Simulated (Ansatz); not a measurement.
Task: Predict a relaxed structure of TeF₂, charge 0, singlet, at PBE0-D4/def2-TZVP (Ansatz).

Result: 
Cartesian coordinates in Å:
```
Te -0.725 -0.427 0.145
F 0.326 0.714 1.224
F 0.398 -0.287 -1.369
```
Point group C2v (tolerance 0.1 Å). This is one stationary point.

In the def2 sets Te takes a core potential; there is no spin–orbit coupling.
